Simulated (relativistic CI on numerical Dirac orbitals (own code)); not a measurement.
Line list: Forbidden lines, Ag27+

These numbers are calculated, not measured: Dirac-Coulomb-Breit CI, separate exchange-only KLI orbitals for each configuration, a model potential for QED, unscaled Slater integrals (own radial code, finite nucleus).

Configurations in the expansion (outside the closed core [Ne]): 3s2 3p6 3d2, 3s2 3p5 3d3, 3s 3p6 3d3, 3s2 3p6 3d 4s, 3s2 3p6 3d 4p, 3s2 3p6 3d 4d, 3s2 3p6 3d 4f, 3s2 3p5 3d2 4s, 3s2 3p5 3d2 4p, 3s2 3p5 3d2 4d, 3s2 3p6 4s2, 3p6 3d4, 3p5 3d5. Double excitations out of closed p, d and f shells are left out; levels of such configurations are missing from the list, as are those of other unlisted configurations, and high levels can miss mixing partners. These lack a partner that the ground configuration has and come out too high: 3s2 3p5 3d2 4s, 3s2 3p5 3d2 4p, 3s2 3p5 3d2 4d.

| λ vac (Å) | Lower | Upper | Type | A (s⁻¹) | log gf |
| --- | --- | --- | --- | --- | --- |
| 20.861 | 3s2 3p6 3d2 3F_3 [2] | 3s2 3p6 3d 4s 1D_2 [161] | E2 | 1.11e+08 | -4.44 |
| 20.901 | 3s2 3p6 3d2 3F_3 [2] | 3s2 3p6 3d 4s 3D_3 [160] | E2 | 1.56e+08 | -4.15 |
| 20.938 | 3s2 3p6 3d2 3F_2 [1] | 3s2 3p6 3d 4s 3D_2 [159] | E2 | 2.71e+08 | -4.05 |
| 20.959 | 3s2 3p6 3d2 3F_2 [1] | 3s2 3p6 3d 4s 3D_1 [158] | E2 | 3.95e+08 | -4.11 |
| 21.077 | 3s2 3p6 3d2 3F_4 [4] | 3s2 3p6 3d 4s 3D_3 [160] | E2 | 4.68e+08 | -3.66 |
| 21.083 | 3s2 3p6 3d2 1D_2 [5] | 3s2 3p6 3d 4s 1D_2 [161] | E2 | 1.15e+08 | -4.42 |
| 21.124 | 3s2 3p6 3d2 1D_2 [5] | 3s2 3p6 3d 4s 3D_3 [160] | E2 | 1.06e+08 | -4.31 |
| 21.175 | 3s2 3p6 3d2 3F_3 [2] | 3s2 3p6 3d 4s 3D_2 [159] | E2 | 2.52e+08 | -4.07 |
| 21.190 | 3s2 3p6 3d2 3P_1 [6] | 3s2 3p6 3d 4s 3D_3 [160] | E2 | 9.50e+07 | -4.35 |
| 21.197 | 3s2 3p6 3d2 3F_3 [2] | 3s2 3p6 3d 4s 3D_1 [158] | E2 | 2.42e+08 | -4.31 |
| 21.320 | 3s2 3p6 3d2 3P_0 [3] | 3s2 3p6 3d 4s 3D_2 [159] | E2 | 8.64e+07 | -4.53 |
| 21.355 | 3s2 3p6 3d2 3F_4 [4] | 3s2 3p6 3d 4s 3D_2 [159] | E2 | 2.56e+08 | -4.06 |
| 21.358 | 3s2 3p6 3d2 1G_4 [7] | 3s2 3p6 3d 4s 1D_2 [161] | E2 | 6.29e+08 | -3.67 |
| 21.400 | 3s2 3p6 3d2 1G_4 [7] | 3s2 3p6 3d 4s 3D_3 [160] | E2 | 8.88e+07 | -4.37 |
| 21.403 | 3s2 3p6 3d2 1D_2 [5] | 3s2 3p6 3d 4s 3D_2 [159] | E2 | 1.43e+08 | -4.31 |
| 21.408 | 3s2 3p6 3d2 3P_2 [8] | 3s2 3p6 3d 4s 1D_2 [161] | E2 | 3.54e+08 | -3.91 |
| 21.425 | 3s2 3p6 3d2 1D_2 [5] | 3s2 3p6 3d 4s 3D_1 [158] | E2 | 1.54e+08 | -4.50 |
| 21.450 | 3s2 3p6 3d2 3P_2 [8] | 3s2 3p6 3d 4s 3D_3 [160] | E2 | 9.33e+07 | -4.35 |
| 21.494 | 3s2 3p6 3d2 3P_1 [6] | 3s2 3p6 3d 4s 3D_1 [158] | E2 | 2.14e+08 | -4.35 |
| 21.687 | 3s2 3p6 3d2 1G_4 [7] | 3s2 3p6 3d 4s 3D_2 [159] | E2 | 1.14e+08 | -4.39 |

Terms are leading LS components. Brackets give the number of a level in order of energy, since labels repeat. The list gives strong lines, with weight on those to low levels, among the lowest 200 of 1192 levels, so that lines to higher ones, which can be the strongest, are missing. Levels whose partners in the same complex of configurations lie outside the list can be far off, and so can their lines. Rates are taken at the computed energies, electric ones in the length gauge.

At this charge energies of transitions that change n are usually good to better than 1 %, and those within a shell (Δn = 0) to a few per cent. Terms inside the open d or f shell come out 10 to 20 % too wide with unscaled integrals.

LS names give the leading component of a level, which can be under half, so a name can repeat, a term be missing and a line seem to break the LS rules.
